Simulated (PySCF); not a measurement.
## Computed and published core binding energies of `C#CS(F)(F)(F)(F)F`

What was measured (core binding energies): C 1s of C1 292.10 eV [1]; C 1s of C2 292.22 eV [1]. Sources and the comparison follow the method.

C₂HF₅S.
Cartesian coordinates in Å at the PBE0-D3(BJ)/def2-SVP level; atoms count from 1:
```
atom  x, y, z in Å
C1     2.165   -0.083   -0.003
C2     0.961   -0.034   -0.004
S3    -0.771    0.031   -0.004
F4    -0.860   -1.539   -0.282
F5    -0.746    1.604    0.275
F6    -2.366    0.088   -0.002
F7    -0.810   -0.247    1.569
F8    -0.796    0.312   -1.576
H9     3.240   -0.125    0.002
```

Method used: PySCF 2.14.0, delta-SCF UKS SCAN, pcX-2 on the ionised atom, pcseg-1 elsewhere, spin-free X2C. Each binding energy is the total energy of the core-ionised species, with the hole localised on one atom, minus that of the ground state; both are solved self-consistently, so orbital relaxation is included.

| atom | environment | level | this calculation (eV) | reference (eV) | difference (eV) | source |
| --- | --- | --- | --- | --- | --- | --- |
| C1 | terminal alkyne carbon | C 1s | 292.10 | 292.10 | 0.00 | [1] |
| C2 | alkyne carbon | C 1s | 292.23 | 292.22 | +0.01 | [1] |

[1] measured, gas; Saethre, Berrah, Bozek, Boerve, Carroll, Kukk, Gard, Winter, Thomas, J. Am. Chem. Soc. 2001, 123, 10729 Note: vertical.

Task: How well does this level of theory reproduce the measurements here?

Result: Over the 2 different measured values (2 distinct lines) the mean signed difference is 0.00 eV, the mean unsigned one 0.00 eV and the largest 0.01 eV. The calculation is vertical and has no vibrational structure, and measured positions depend on the energy calibration.

Task: What does the calculation give for the levels without a reference value here?

Result: S3 S 1s 2488.14 eV; S3 S 2p3/2 178.74 eV; F4/F5/F7/F8 F 1s 693.96 eV; F6 F 1s 694.08 eV.

The 2 C 1s values lie within 0.13 eV of each other; Gaussian lines of 0.5 eV full width would blend them into one maximum.

The 2 F 1s values lie within 0.12 eV of each other; Gaussian lines of 0.5 eV full width would blend them into one maximum.

Atoms equivalent by their bonding share one computed value, that of the first of them. Spin contamination (⟨S²⟩ against 0.75 for a pure doublet) is marked for C 1s of C1 (0.86) and C 1s of C2 (0.86), which makes these values less certain. The 2p values aren't plain energy differences: one relaxed spin-free 2p hole is combined with a matrix within the shell (ground-state 2p orbital-energy differences and spin–orbit coupling). 2p3/2, the mean of its two sublevels, lies a third of the splitting below the shell's mean and 2p1/2 two thirds above it; the statistical areas are 2:1. 2p1/2 minus 2p3/2 (ligand field included): S 1.24 eV. Isolated species at its PBE0-D3(BJ)/def2-SVP geometry, gas phase.
